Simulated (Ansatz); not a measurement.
Relaxation of FH6NOZn (10 atoms, charge 0, multiplicity 1), to a largest force component of 0.03 eV/Å in at most 50 steps.

These are results of RKS B3LYP/def2-SVP (Ansatz 0.2.0), not measurements.

```xyz
10
Properties=species:S:1:pos:R:3
Zn 1.239 -1.164 -0.163
H 1.308 -0.890 1.342
O 1.332 -1.588 -1.894
H -1.302 1.310 0.490
N -1.326 0.765 -0.373
H 0.292 0.605 1.980
F -0.148 1.324 2.338
H 2.094 -2.135 -2.123
H -1.234 1.420 -1.150
H -2.256 0.353 -0.447
```

Q: Where does it end, and by what steps?

A: The forces met the threshold. The force dipped under the threshold on the way, but the program's further checks kept it going. After 12 steps the energy has fallen by 0.683 eV; Zn1 moved furthest, 0.65 Å. Joined: Zn1–N5 (3.22 → 2.15 Å).

| step | energy less start (eV) | largest force component (eV/Å) | accepted |
| --- | --- | --- | --- |
| 0 | 0.0000 | 0.927 | yes |
| 1 | -0.1936 | 0.456 | yes |
| 2 | -0.4060 | 0.569 | yes |
| 3 | -0.6098 | 0.463 | yes |
| 4 | -0.5819 | 1.100 | no |
| 5 | -0.6573 | 0.286 | yes |
| 6 | -0.6748 | 0.309 | yes |
| 7 | -0.6688 | 0.316 | no |
| 8 | -0.6790 | 0.223 | yes |
| 9 | -0.6804 | 0.121 | yes |
| 10 | -0.6825 | 0.032 | yes |
| 11 | -0.6828 | 0.009 | yes |
| 12 | -0.6829 | 0.027 | yes |

```xyz
10
Properties=species:S:1:pos:R:3
Zn 0.751 -0.730 -0.138
H 1.170 -0.633 1.388
O 0.953 -1.316 -1.840
H -1.057 1.126 0.444
N -0.967 0.544 -0.396
H 0.359 0.516 2.000
F -0.225 1.225 2.260
H 1.709 -1.900 -1.975
H -0.854 1.140 -1.218
H -1.839 0.027 -0.526
```

Whether the end is a true minimum wasn't checked by a vibrational analysis.

Time of the run: 44 s on 2 threads of Intel(R) Xeon(R) Platinum 8259CL CPU @ 2.50GHz (Skylake/Cascade Lake) (shared host), peak memory 0.23 GiB.
